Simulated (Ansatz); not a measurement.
Born–Oppenheimer molecular dynamics of C₂H₄BNTe (9 atoms, charge 0, multiplicity 1). It starts at the highest image of a converged band. Of that band: Neighbouring images differ by up to 1.9 eV, so the band resolves the path poorly. A vibrational analysis at the climbing image gives one clearly imaginary mode, 1491i cm⁻¹: a first-order saddle point.

Method: RKS PBE/def2-mTZVP in Ansatz 0.2.0.

```yaml
ensemble: NVE (velocity Verlet)
time_step: 0.5 fs
steps_asked: 200
starting_velocities_drawn_for: 300 K
seed: 11141
```

First frame:

```xyz
9
Properties=species:S:1:pos:R:3
N 1.705 -0.691 -0.631
B 0.669 -0.096 0.246
C -0.600 0.388 0.395
C -1.825 0.826 0.738
Te -2.922 1.797 -0.701
H 2.646 -0.879 -0.287
H 1.647 -0.625 -1.659
H 1.008 -1.457 0.138
H -2.238 0.690 1.743
```

Task: How far do the bonds stretch over the last three quarters of this one trajectory? (Pairs bonded in most of those frames.)

Result: 
```csv
bond,mean (Å),spread (Å),shortest,longest
N1–B2,1.405,0.056,1.29,1.50
N1–H6,1.023,0.010,1.00,1.04
N1–H7,1.024,0.009,1.01,1.04
B2–C3,1.436,0.066,1.32,1.53
C3–C4,1.401,0.061,1.29,1.54
C3–H8,1.282,0.220,0.99,1.73
C4–Te5,2.159,0.230,1.86,2.55
C4–H9,1.098,0.006,1.09,1.11
```

Mean temperature of the second half: 1788 K. The conserved energy stayed within 0.44 meV per atom of its start (net change -0.24 meV per atom), so the integration is sound. The system heated up, since it started high on the potential surface and ran downhill. A run of 0.1 ps of so small a system gives no equilibrium averages. The orbitals stay closed-shell, which can raise the energy where a bond breaks towards radicals; this wasn't checked here.

The run took 13 min on 2 threads of Arm Neoverse N1, with other jobs on the host, peak memory 0.17 GiB.
